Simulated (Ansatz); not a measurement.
Geometry optimisation, Ansatz 0.2.0, RHF/def2-SVP.

input.yaml

```yaml
crystal:
  periodic: [false, false, false]
  atoms:
    - { symbol: O, position_ang: [-0.64409, -2.07168, 0.51824] }
    - { symbol: C, position_ang: [-0.45362, -0.96324, 0.14572] }
    - { symbol: Si, position_ang: [0.50327, 0.6268, 0.03199] }
    - { symbol: S, position_ang: [-1.39817, 0.13947, -0.91764] }
    - { symbol: H, position_ang: [1.61094, 0.69399, -0.89583] }
    - { symbol: H, position_ang: [0.38167, 1.57467, 1.11752] }
basis:
  gaussian: { orbitals: def2-SVP }
hamiltonian:
  xc: hf
relax:
  f_tol: 0.02
  max_steps: 50
```

Launched with:

```bash
$ ansatz run input.yaml --threads 1 --pin off --max-ram 2048MiB --backend cpu --events-out ev --progress --plain --runs-dir out
```

Question: Where does it end, and by what steps?

Answer: The forces met the threshold. After 6 steps the energy has fallen by 0.099 eV; Si3 moved furthest, 0.09 Å.

| step | energy less start (eV) | largest force component (eV/Å) | accepted |
| --- | --- | --- | --- |
| 0 | 0.0000 | 1.846 | yes |
| 1 | -0.0746 | 0.534 | yes |
| 2 | -0.0903 | 0.309 | yes |
| 3 | -0.0900 | 0.362 | no |
| 4 | -0.0971 | 0.116 | yes |
| 5 | -0.0992 | 0.024 | yes |
| 6 | -0.0993 | 0.011 | yes |

```xyz
6
Properties=species:S:1:pos:R:3
O -0.637 -2.080 0.524
C -0.449 -0.992 0.162
Si 0.428 0.634 -0.017
S -1.427 0.147 -0.937
H 1.640 0.716 -0.844
H 0.444 1.575 1.112
```

Whether the end is a true minimum wasn't checked by a vibrational analysis.

Run time: 6.5 s on 1 thread of Intel(R) Xeon(R) Gold 6455B (Sapphire Rapids) (shared host), peak memory 0.16 GiB.
